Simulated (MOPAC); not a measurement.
MOPAC input (PM7):

```
PM7 FORCE THERMO(298,298) PRECISE LET GEO-OK AUX(PRECISION=9) THREADS=1
HClSi

Si    0.85773025 1   -0.22732165 1    0.35429729 1
H     2.10330310 1   -0.55715524 1    0.94504983 1
Cl   -0.86424773 1    0.22866807 1   -0.46191293 1
```

Output:

```
 *******************************************************************************
 **                                                                           **
 **                              MOPAC v23.2.5                                **
 **                                                                           **
 *******************************************************************************
 ** MOPAC's Digital Object Identifier: https://doi.org/10.5281/zenodo.6511958 **
 **                                                                           **
 ** Please cite the open-source release paper for use of this MOPAC version:  **
 ** J. E. Moussa and J. J. P. Stewart (2026)                                  **
 ** MOPAC: An open-source semiempirical molecular orbital program             **
 ** J. Open Source Softw., 11(119), 8025, https://doi.org/10.21105/joss.08025 **
 *******************************************************************************

                              PM7 CALCULATION RESULTS

 *******************************************************************************
 *  PM7        - The PM7 Hamiltonian to be used
 *  GEO-OK     - OVERRIDE INTERATOMIC DISTANCE AND OTHER SAFETY CHECKS
 *  LET        - OVERRIDE SOME SAFETY CHECKS
 *  PRECISE    - TIGHTER CRITERIA TO BE USED
 *  FORCE      - FORCE CALCULATION SPECIFIED
 *  AUX        - OUTPUT AUXILIARY INFORMATION
 *  THERMO     - THERMODYNAMIC QUANTITIES TO BE CALCULATED
 *******************************************************************************
PM7 FORCE THERMO(298,298) PRECISE LET GEO-OK AUX(PRECISION=9) THREADS=1
 HClSi

   ATOM   CHEMICAL          X               Y               Z
  NUMBER   SYMBOL      (ANGSTROMS)     (ANGSTROMS)     (ANGSTROMS)

     1      Si          0.85773025  *  -0.22732165  *   0.35429729  *
     2       H          2.10330310  *  -0.55715524  *   0.94504983  *
     3      Cl         -0.86424773  *   0.22866807  *  -0.46191293  *

          CARTESIAN COORDINATES

    NO.       ATOM           X           Y           Z

     1        Si          0.8577     -0.2273      0.3543
     2         H          2.1033     -0.5572      0.9450
     3        Cl         -0.8642      0.2287     -0.4619

 General Reference for PM7:
 "Optimization of Parameters for Semiempirical Methods VI: More Modifications to the
 NDDO Approximations and Re-optimization of Parameters", J. J. P. Stewart, J. Mol. Mod., 1:32, 19 (2013)
 https://link.springer.com/article/10.1007/s00894-012-1667-x

           Empirical Formula: H Si Cl  =     3 atoms

      MOLECULAR POINT GROUP   :   C*v

      RHF CALCULATION, NO. OF DOUBLY OCCUPIED LEVELS = 6

          HEAT OF FORMATION =      18.556319 KCALS/MOLE

          CARTESIAN COORDINATE DERIVATIVES

   NUMBER  ATOM         X            Y            Z

     1      Si      0.027408    -0.005487     0.000000
     2       H     -0.011631     0.003185    -0.000000
     3      Cl     -0.015778     0.002302    -0.000000

 DIPOLE           X         Y         Z       TOTAL
 POINT-CHG.     1.693    -0.000     0.000     1.693
 HYBRID        -0.792     0.000     0.000     0.792
 SUM            0.901     0.000     0.000     0.901

          GRADIENT NORM =   0.03437

          MOLECULAR WEIGHT =   64.55

          ROTATIONAL CONSTANTS IN CM(-1)

          A =    0.00000000   B =    0.25379956   C =    0.25379956

           PRINCIPAL MOMENTS OF INERTIA IN UNITS OF 10**(-40)*GRAM-CM**2

          A =        0.0000   B =      110.2947   C =      110.2947

          ORIENTATION OF MOLECULE IN FORCE CALCULATION

    NO.       ATOM         X         Y         Z

     1         Si       1.0541   -0.0002    0.0000
     2          H       2.4716   -0.0002    0.0000
     3         Cl      -0.9053    0.0002   -0.0000

    FIRST DERIVATIVES WILL BE USED IN THE CALCULATION OF SECOND DERIVATIVES

    FOR POINT-GROUP C*v  THERE ARE  84 UNIQUE SYMMETRY FUNCTIONS.

(To convert to Hartree/Bohr^2, multiply by (10^(-21) x N x a0^2)/(4.184 x 627.51) =  0.0642)

           FORCE MATRIX IN MILLIDYNES/ANGSTROM

                 Si  1       H  2      Cl  3
 ------------------------------------------
    Si    1   6.989052
     H    2   3.365215   3.359269
    Cl    3   3.624392   0.053952   3.619426

          HEAT OF FORMATION =      18.556319 KCALS/MOLE

          ZERO POINT ENERGY       5.225 KCAL/MOL

           NORMAL COORDINATE ANALYSIS (Total motion = 1 Angstrom)

   Root No.       1         2         3         4

                 1 Pi      1 Pi      1 Sig     2 Sig

                 306.6     306.6     619.5    2422.2

           1   -0.0000    0.0000    0.3451   -0.0360
           2   -0.0571    0.0000   -0.0001    0.0000
           3   -0.0000   -0.0571    0.0000   -0.0000
           4    0.0002   -0.0000    0.3710    0.9629
           5    0.9239   -0.0004   -0.0001   -0.0002
           6    0.0004    0.9239    0.0000    0.0000
           7    0.0000   -0.0000   -0.2839    0.0011
           8    0.0190   -0.0000    0.0001   -0.0000
           9    0.0000    0.0190   -0.0000    0.0000

           MASS-WEIGHTED COORDINATE ANALYSIS (NORMAL COORDINATES)

   Root No.       1         2         3         4

                 1 Pi      1 Pi      1 Sig     2 Sig

                 306.6     306.6     619.5    2422.2

           1   -0.0001    0.0000    0.7262   -0.1935
           2   -0.3083    0.0001   -0.0002    0.0001
           3   -0.0001   -0.3083    0.0000   -0.0000
           4    0.0002   -0.0000    0.1479    0.9811
           5    0.9443   -0.0004   -0.0000   -0.0002
           6    0.0004    0.9443    0.0000    0.0000
           7    0.0000   -0.0000   -0.6713    0.0068
           8    0.1152   -0.0000    0.0001   -0.0000
           9    0.0000    0.1152   -0.0000    0.0000

          DESCRIPTION OF VIBRATIONS

 VIBRATION          2    1Pi         ATOM PAIR     ENERGY CONTRIBUTION    RADIAL
 FREQUENCY           306.59         Si1 -- H 2         +98.8% ( 98.7%)      0.0%
 TRANSITION DIPOLE   0.3146         Si1 -- Cl3          +1.2% ( 10.8%)      0.0%
 TRAVEL (Ang.)       0.4552
 REDUCED MASS        1.0613
 EFFECTIVE MASS      2.1781
 FORCE CONSTANT      0.0588

 VIBRATION          3    1Sig        ATOM PAIR     ENERGY CONTRIBUTION    RADIAL
 FREQUENCY           619.51         Si1 -- Cl3         +80.9% (113.1%)    100.0%
 TRANSITION DIPOLE   2.6859         Si1 -- H 2         +19.1% ( 55.0%)    100.0%
 TRAVEL (Ang.)       0.0851
 REDUCED MASS       15.0144
 EFFECTIVE MASS     36.2564
 FORCE CONSTANT      3.3952

 VIBRATION          4    2Sig        ATOM PAIR     ENERGY CONTRIBUTION    RADIAL
 FREQUENCY          2422.19         Si1 -- H 2         +99.7% (100.0%)    100.0%
 TRANSITION DIPOLE   0.3827         Si1 -- Cl3          +0.3% (  5.3%)    100.0%
 TRAVEL (Ang.)       0.1691
 REDUCED MASS        0.9731
 EFFECTIVE MASS      1.3831
 FORCE CONSTANT      3.3638

      SYMMETRY NUMBER FOR POINT-GROUP C*v =  1

          SYSTEM IS A GROUND STATE

 HClSi

          MOLECULE IS LINEAR

          THERE ARE  4 GENUINE VIBRATIONS IN THIS SYSTEM
          THIS THERMODYNAMICS CALCULATION IS LIMITED TO
          MOLECULES WHICH HAVE NO INTERNAL ROTATIONS

                    CALCULATED THERMODYNAMIC PROPERTIES
                                          *
   TEMP. (K)   PARTITION FUNCTION   H.O.F.    ENTHALPY  HEAT CAPACITY ENTROPY
                                   KCAL/MOL   CAL/MOLE    CAL/K/MOL  CAL/K/MOL

 298.00  VIB.     0.1765D+01                   610.2893     4.3141     3.1767
         ROT.     0.8161D+03                   592.1869     1.9872    15.3104
         INT.     0.1440D+04                  1202.4762     6.3013    18.4871
         TRA.     0.5013D+27                  1480.4672     4.9680    38.4108
         TOT.                       18.556    2682.9433    11.2693    56.8980

   *: NOTE: HEATS OF FORMATION ARE RELATIVE TO THE
            ELEMENTS IN THEIR STANDARD STATE AT 298K
              (=  Standard Enthalpy of Formation).

            Hvib:  Zero-point energy is not included.
                   frequencies of less than zero cm-1 are not included.
            Hrot = (3/2)RT
            Htra = (3/2)RT + pV = (5/2)RT

            Heat capacity is Cp, not Cv

          For more information, see: HTTP://OpenMOPAC.net/Manual/thermochemistry.html

           FORCE CONSTANT IN CARTESIAN COORDINATES (Millidynes/A)

    ATOM   CHEMICAL       X               Y               Z
   NUMBER   SYMBOL  FORCE CONSTANT  FORCE CONSTANT  FORCE CONSTANT

      1      Si        6.985927        0.147157        0.147156
      2       H        3.358386        0.049840        0.049840
      3      Cl        3.618835        0.026184        0.026184

 **********************
 *                    *
 * JOB ENDED NORMALLY *
 *                    *
 **********************

 == MOPAC DONE ==
```
